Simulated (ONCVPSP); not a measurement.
Before and after: ONCV potential for Re (Z = 75)

ONCVPSP 4.0.1 input, shortened (lines: element, Z, core and valence counts, functional; n l f; lmax; l rc ep ncon nbas qcut; lloc lpopt rc5 dvloc0; l nproj debl; icmod fcfact rcfact), PBE, scalar-relativistic:

```
  Re 75.00   10    4        4      upf
    1    0    2.00
    2    0    2.00
    2    1    6.00
    3    0    2.00
    3    1    6.00
    3    2   10.00
    4    0    2.00
    4    1    6.00
    4    2   10.00
    4    3   14.00
    5    0    2.00
    5    1    6.00
    5    2    5.00
    6    0    2.00
    2
    0    1.80    0.00    4    8    7.80
    1    1.15    0.00    3    7    6.40
    2    2.40    0.00    4    9    6.20
    4    5    1.10    3.00
    0    2    2.40
    1    2    1.70
    2    2    1.90
    1    0.50    0.00
```

In the p channel the program set the typed energies aside and used -1.728, 0.250 Ha.

All-electron outer shells of the reference configuration (PBE, scalar-relativistic, ld1.x):

```csv
shell,level (eV),outermost node (bohr),outermost maximum (bohr)
5s,-85.25,0.52,0.93
5p,-47.01,0.56,1.06
4f,-42.31,–,0.41
6s,-5.94,1.24,2.57
5d,-5.37,0.62,1.41
```

Change: all radii but the core radius scaled by about 1.22 (s 2.20, p 1.40, d 2.92 bohr); local potential polynomial inside 1.34 bohr (lpopt 5, dvloc0 3 Ha).

Cutoffs: the cutoffs (Ha) at which the residual kinetic energy of the hardest occupied pseudo-wave falls to 1 and 0.1 mHa per electron; they do not see the model core or the augmentation charge, which bear on the density cutoff. Errors are all-electron minus pseudo energies relative to the spin-unpolarised reference configuration.

Question: What does the change do?

Answer: The potential gets softer (108 Ha and 172 Ha → 20 Ha and 83 Ha); of the 4 tests that both files solve, the error grows in 3 and shrinks in 0 by more than 15 % and 0.3 meV (median size 14.1 → 20.7 meV); neither file shows a bound ghost. A larger radius leaves more room for a smooth pseudo-wave, so fewer plane waves are needed. More of the atom is replaced by a form fitted at one configuration, so other configurations suffer.

| quantity | base | changed |
| --- | --- | --- |
| cutoff, loose | 108 Ha | 20 Ha |
| cutoff, tight | 172 Ha | 83 Ha |
| loose cutoff by channel | s 19 Ha, p 108 Ha, d 13 Ha | s 14 Ha, p 20 Ha, d 12 Ha |
| bound ghosts | none | none |
| GHOST(+) flags under 300 eV | s at 133.8 eV | none |
| error for 5s2 5p6 5d5 6s1, meV [ΔE 9.25 eV] | -4.5 | -5.3 |
| error for 5s2 5p6 5d5 6s0, meV [ΔE 25.57 eV] | -17 | -26 |
| error for 5s2 5p6 5d4 6s0, meV [ΔE 52.70 eV] | -28 | -30 |
| error for 5s2 5p6 5d5 6s0 6p1, meV [ΔE 15.06 eV] | -11 | -15 |
| rms error of d²Exc/dni dnj with the model core, mHa | 1.39 | 1.90 |
